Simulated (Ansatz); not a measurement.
Reaction (ligand exchange at the Al–Cl bond): `[OH][Al]([OH])[Cl]` + CH₃NH₂ → `C[NH][Al]([OH])[OH]` + HCl

Isolated molecules relaxed with PBE0-D4/def2-TZVP in Ansatz; ΔE leaves out vibrations. CCSD(T)/CBS adds triple-zeta CCSD(T) − MP2 to the extrapolated MP2 energy (def2 sets, frozen cores). This one scheme is used for every species. DFT in def2-TZVPP. One conformer a species, not always the lowest.

`[OH][Al]([OH])[Cl]`:

```xyz
6

O    -0.783   -1.253   -0.710
Al   -0.015    0.016    0.081
O     1.068    0.957   -0.793
Cl   -0.399    0.413    2.099
H    -1.410   -1.826   -0.273
H     1.538    1.693   -0.405
```

CH₃NH₂:

Cartesian coordinates in Å:
```
C 0.119 0.078 -0.550
N -0.492 -0.064 0.760
H 1.209 -0.065 -0.579
H -0.096 1.074 -0.944
H -0.330 -0.641 -1.239
H -0.097 0.602 1.412
H -0.313 -0.985 1.140
```

`C[NH][Al]([OH])[OH]`:

```xyz
11

C     1.376   -0.935    0.666
N     0.806    0.199   -0.034
Al   -0.898    0.491   -0.367
O    -1.478    1.851   -1.197
O    -2.003   -0.668    0.183
H     1.917   -0.637    1.572
H     2.068   -1.508    0.038
H     0.580   -1.616    0.974
H     1.511    0.853   -0.336
H    -0.934    2.554   -1.544
H    -2.944   -0.584    0.043
```

HCl:

Z-matrix (Å, degrees):
```
Cl
H 1 1.279
```

```csv
species,r2SCAN-D4 energy (Eh)
`[OH][Al]([OH])[Cl]`,-854.44181
CH₃NH₂,-95.83595
`C[NH][Al]([OH])[OH]`,-489.46093
HCl,-460.78592
```

Work out ΔE.

ΔE = (-489.46093) + (-460.78592) − (-854.44181) − (-95.83595) = 0.03091 Eh = +81.2 kJ/mol. CCSD(T)/CBS gives +76.6 kJ/mol.

Largest T1 diagnostic among the species: 0.011.

The D4 term adds −3.7 kJ/mol with B3LYP and −2.2 kJ/mol with PBE0; it sums over pairs of atoms, weighted by their polarisabilities, and B3LYP, whose exchange is more repulsive, gets the larger term. In def2-TZVPP, CCSD(T) changes the Hartree–Fock value by −14.8 kJ/mol (the triples alone add −0.9 kJ/mol) and MP2 by −12.9 kJ/mol.

B3LYP here is the variant with VWN-RPA as its local correlation; programs differ in this.
